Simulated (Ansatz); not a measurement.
Steps of a relaxation of H₈N₄Sn, SMILES `[NH2][Sn]([NH2])([NH2])[NH2]` with RKS PBE0-D4/def2-TZVP.

```sh
$ ansatz run in.yaml --threads 2 --pin off --events-out ev --progress --plain --max-ram 32768MiB --backend cuda --devices 0, --max-vram 18GiB
```

```yaml
crystal:
  periodic: [false, false, false]
  atoms:
    - {symbol: N, position_ang: [-2.082722, 0.129973, 0.097818]}
    - {symbol: Sn, position_ang: [-0.030498, 0.007736, 0.006839]}
    - {symbol: N, position_ang: [0.395067, -1.675208, 1.142585]}
    - {symbol: N, position_ang: [0.759193, -0.152097, -1.910473]}
    - {symbol: N, position_ang: [0.631837, 1.846145, 0.687635]}
    - {symbol: H, position_ang: [-2.379110, 1.087434, -0.135990]}
    - {symbol: H, position_ang: [-2.544761, -0.498358, -0.573023]}
    - {symbol: H, position_ang: [1.376608, -1.686434, 1.454039]}
    - {symbol: H, position_ang: [-0.178696, -1.653054, 1.998508]}
    - {symbol: H, position_ang: [1.575149, -0.783071, -1.889386]}
    - {symbol: H, position_ang: [0.069934, -0.627354, -2.513032]}
    - {symbol: H, position_ang: [1.078903, 1.771482, 1.611447]}
    - {symbol: H, position_ang: [1.349596, 2.198106, 0.037932]}
basis:
  gaussian: {orbitals: def2-TZVP}
hamiltonian: {xc: pbe0, dispersion: d4}
relax: {f_tol: 0.005, max_steps: 150}
```

Positions (Å) and forces (eV/Å) along the path, 12 of 25 steps:

```xyz
13
step=1 energy=-11918.7225 eV
N    -2.083    0.130    0.098    0.229    0.145   -0.652
Sn   -0.030    0.008    0.007   -0.113    0.096    0.004
N     0.395   -1.675    1.143    0.162    0.634    0.363
N     0.759   -0.152   -1.910   -0.224   -0.705    0.310
N     0.632    1.846    0.688    0.552   -0.516   -0.035
H    -2.379    1.087   -0.136    0.174   -0.579    0.153
H    -2.545   -0.498   -0.573    0.268    0.376    0.440
H     1.377   -1.686    1.454   -0.603   -0.018   -0.199
H    -0.179   -1.653    1.999    0.335   -0.031   -0.536
H     1.575   -0.783   -1.889   -0.494    0.399   -0.034
H     0.070   -0.627   -2.513    0.444    0.320    0.342
H     1.079    1.771    1.611   -0.290    0.080   -0.560
H     1.350    2.198    0.038   -0.440   -0.200    0.404
13
step=5 energy=-11918.8558 eV
N    -2.024    0.130    0.064    0.028   -0.002    0.004
Sn   -0.015    0.010    0.002   -0.006    0.005   -0.012
N     0.415   -1.603    1.146   -0.007    0.003   -0.020
N     0.761   -0.192   -1.860   -0.057   -0.041   -0.072
N     0.665    1.794    0.656   -0.013   -0.010    0.029
H    -2.368    1.056   -0.153   -0.012   -0.011   -0.004
H    -2.522   -0.545   -0.499   -0.002    0.015    0.005
H     1.370   -1.653    1.476    0.002   -0.005    0.014
H    -0.199   -1.669    1.948    0.008   -0.009    0.014
H     1.504   -0.880   -1.909   -0.053    0.013   -0.003
H     0.057   -0.464   -2.539    0.106    0.030    0.075
H     0.980    1.813    1.617   -0.006    0.011   -0.036
H     1.396    2.168    0.065    0.012    0.002    0.007
13
step=6 energy=-11918.8598 eV
N    -2.019    0.124    0.071   -0.023    0.008    0.003
Sn   -0.011    0.010    0.002    0.004    0.017   -0.004
N     0.425   -1.603    1.144    0.018   -0.015   -0.003
N     0.784   -0.199   -1.851    0.009   -0.030   -0.022
N     0.663    1.802    0.639   -0.011    0.003    0.005
H    -2.372    1.046   -0.147    0.001   -0.007    0.001
H    -2.519   -0.557   -0.483    0.004    0.006    0.004
H     1.376   -1.643    1.485   -0.003   -0.001    0.003
H    -0.197   -1.682    1.939    0.003    0.002   -0.004
H     1.452   -0.959   -1.906   -0.036    0.003   -0.009
H     0.080   -0.369   -2.560    0.036    0.012    0.032
H     0.935    1.848    1.612   -0.007    0.002   -0.015
H     1.424    2.147    0.070    0.005    0.000    0.009
13
step=7 energy=-11918.8585 eV rejected
N    -2.016    0.124    0.081   -0.031   -0.007    0.004
Sn   -0.008    0.012    0.001    0.038    0.006    0.008
N     0.446   -1.604    1.132    0.018   -0.002    0.020
N     0.820   -0.220   -1.836    0.000   -0.477   -0.337
N     0.650    1.817    0.622    0.091    0.036   -0.010
H    -2.374    1.043   -0.141    0.008   -0.003    0.002
H    -2.517   -0.563   -0.466    0.000    0.004    0.003
H     1.393   -1.627    1.490   -0.031    0.008   -0.014
H    -0.185   -1.702    1.918    0.017   -0.002   -0.015
H     1.375   -1.083   -1.899   -0.418    0.507   -0.019
H     0.114   -0.250   -2.579    0.411   -0.035    0.363
H     0.868    1.892    1.609   -0.014   -0.005   -0.109
H     1.453    2.126    0.084   -0.090   -0.031    0.104
13
step=8 energy=-11918.8636 eV
N    -2.019    0.125    0.080    0.012    0.000   -0.003
Sn   -0.010    0.011    0.001    0.006    0.011   -0.006
N     0.436   -1.605    1.135    0.007    0.005   -0.004
N     0.805   -0.213   -1.843   -0.012   -0.012   -0.008
N     0.654    1.812    0.629   -0.016   -0.015   -0.001
H    -2.371    1.048   -0.138   -0.001   -0.005    0.000
H    -2.520   -0.555   -0.476    0.001    0.005    0.003
H     1.385   -1.635    1.486   -0.001   -0.001    0.005
H    -0.191   -1.696    1.925    0.008    0.001   -0.003
H     1.413   -1.021   -1.901   -0.034   -0.006    0.001
H     0.104   -0.316   -2.567    0.033    0.016    0.016
H     0.901    1.869    1.608   -0.007    0.007   -0.012
H     1.434    2.142    0.076    0.005   -0.005    0.011
13
step=10 energy=-11918.8726 eV
N    -2.016    0.120    0.087    0.012    0.002    0.029
Sn   -0.007    0.012    0.000    0.058   -0.018   -0.008
N     0.464   -1.603    1.126   -0.034    0.007    0.006
N     0.843   -0.246   -1.824   -0.109   -0.204   -0.226
N     0.642    1.825    0.606    0.008    0.018    0.029
H    -2.370    1.042   -0.130   -0.010    0.012   -0.004
H    -2.518   -0.560   -0.465   -0.007   -0.013   -0.012
H     1.408   -1.614    1.487    0.010    0.009    0.001
H    -0.170   -1.711    1.908    0.017   -0.010   -0.008
H     1.294   -1.158   -1.902   -0.190    0.252   -0.010
H     0.164   -0.174   -2.582    0.280   -0.045    0.237
H     0.817    1.915    1.599   -0.012    0.004   -0.069
H     1.471    2.118    0.103   -0.020   -0.016    0.036
13
step=14 energy=-11918.8973 eV
N    -2.010    0.119    0.129   -0.009   -0.002    0.002
Sn    0.000    0.007   -0.002   -0.004    0.004    0.009
N     0.480   -1.611    1.113    0.001    0.000    0.005
N     0.894   -0.313   -1.789   -0.140   -0.192   -0.334
N     0.624    1.849    0.544    0.088    0.037    0.039
H    -2.367    1.031   -0.128    0.004   -0.013   -0.001
H    -2.517   -0.582   -0.394    0.002    0.004    0.010
H     1.434   -1.629    1.449   -0.002   -0.001   -0.010
H    -0.134   -1.719    1.911    0.005    0.000   -0.003
H     1.071   -1.308   -1.940   -0.107    0.361    0.005
H     0.364    0.038   -2.588    0.253   -0.171    0.330
H     0.643    2.017    1.544   -0.005   -0.009   -0.116
H     1.539    2.066    0.165   -0.087   -0.018    0.063
13
step=17 energy=-11918.9297 eV
N    -2.003    0.147    0.185    0.007    0.000    0.005
Sn    0.002   -0.002    0.001   -0.003    0.006    0.003
N     0.440   -1.631    1.110    0.002    0.001   -0.003
N     0.938   -0.385   -1.746    0.003   -0.007    0.004
N     0.630    1.863    0.455   -0.004   -0.006   -0.003
H    -2.380    0.989   -0.230   -0.005   -0.004   -0.006
H    -2.519   -0.644   -0.176   -0.008   -0.003    0.007
H     1.427   -1.767    1.288   -0.008   -0.008   -0.004
H    -0.049   -1.657    1.995    0.007    0.004    0.005
H     0.822   -1.341   -2.057   -0.004    0.004   -0.007
H     0.683    0.230   -2.507    0.009    0.006    0.000
H     0.410    2.166    1.394   -0.003    0.004   -0.009
H     1.620    1.999    0.301    0.008    0.003    0.008
13
step=19 energy=-11918.9329 eV
N    -2.002    0.155    0.191   -0.003    0.001   -0.002
Sn    0.002   -0.002    0.001    0.001   -0.001   -0.001
N     0.427   -1.633    1.113    0.000    0.000    0.005
N     0.945   -0.396   -1.740   -0.001   -0.001   -0.003
N     0.637    1.863    0.440    0.003    0.001    0.003
H    -2.389    0.970   -0.267    0.000   -0.003   -0.002
H    -2.518   -0.658   -0.118    0.002    0.001    0.009
H     1.415   -1.805    1.245   -0.004   -0.003   -0.006
H    -0.020   -1.632    2.021    0.003    0.002   -0.001
H     0.782   -1.332   -2.086   -0.003    0.003   -0.001
H     0.740    0.257   -2.485    0.008    0.001    0.005
H     0.367    2.193    1.357   -0.005    0.002   -0.007
H     1.637    1.984    0.342   -0.002   -0.002    0.003
13
step=20 energy=-11918.9309 eV rejected
N    -1.998    0.173    0.199   -0.157   -0.049   -0.121
Sn    0.004   -0.005    0.001   -0.021    0.005   -0.003
N     0.409   -1.637    1.117    0.105   -0.033    0.149
N     0.953   -0.413   -1.734   -0.069   -0.004   -0.241
N     0.644    1.863    0.422    0.104    0.088    0.158
H    -2.398    0.944   -0.327    0.056   -0.145    0.081
H    -2.515   -0.672   -0.026    0.099    0.187    0.036
H     1.398   -1.860    1.185   -0.186    0.042    0.003
H     0.023   -1.600    2.055    0.082   -0.013   -0.144
H     0.719   -1.320   -2.129    0.047    0.210    0.062
H     0.827    0.296   -2.453    0.022   -0.208    0.178
H     0.303    2.231    1.306    0.088   -0.081   -0.182
H     1.654    1.965    0.399   -0.172   -0.001    0.025
13
step=22 energy=-11918.9345 eV
N    -2.001    0.167    0.197   -0.041    0.002   -0.036
Sn    0.001   -0.003    0.001    0.003   -0.001   -0.002
N     0.406   -1.634    1.120    0.044   -0.011    0.051
N     0.951   -0.405   -1.734   -0.019   -0.013   -0.054
N     0.651    1.862    0.423    0.024    0.027    0.056
H    -2.404    0.935   -0.326    0.015   -0.048    0.025
H    -2.514   -0.677   -0.029    0.035    0.058    0.010
H     1.391   -1.859    1.189   -0.077    0.020    0.003
H     0.019   -1.599    2.055    0.036   -0.004   -0.061
H     0.728   -1.312   -2.127    0.011    0.056    0.013
H     0.819    0.296   -2.453    0.004   -0.052    0.048
H     0.317    2.231    1.305    0.035   -0.028   -0.065
H     1.658    1.964    0.394   -0.070   -0.004    0.012
13
step=25 energy=-11918.9351 eV
N    -2.000    0.174    0.195   -0.002    0.000   -0.001
Sn    0.002   -0.003    0.001    0.000    0.000    0.000
N     0.407   -1.634    1.119    0.002   -0.001    0.002
N     0.950   -0.413   -1.733    0.000    0.000   -0.001
N     0.649    1.862    0.424    0.001    0.002    0.002
H    -2.402    0.935   -0.337    0.000   -0.001    0.000
H    -2.513   -0.670   -0.020    0.000    0.001    0.000
H     1.391   -1.864    1.175   -0.002    0.000    0.000
H     0.035   -1.595    2.058    0.001    0.000   -0.001
H     0.717   -1.314   -2.129    0.000    0.000    0.000
H     0.827    0.291   -2.449    0.000    0.000    0.000
H     0.303    2.232    1.299    0.001   -0.001   -0.002
H     1.655    1.964    0.412   -0.001    0.000    0.000
```

Run time 70 s (2 threads of an AMD EPYC 7R13 on a shared host and a share of an NVIDIA H100 80 GB); peak host memory 0.87 GiB.
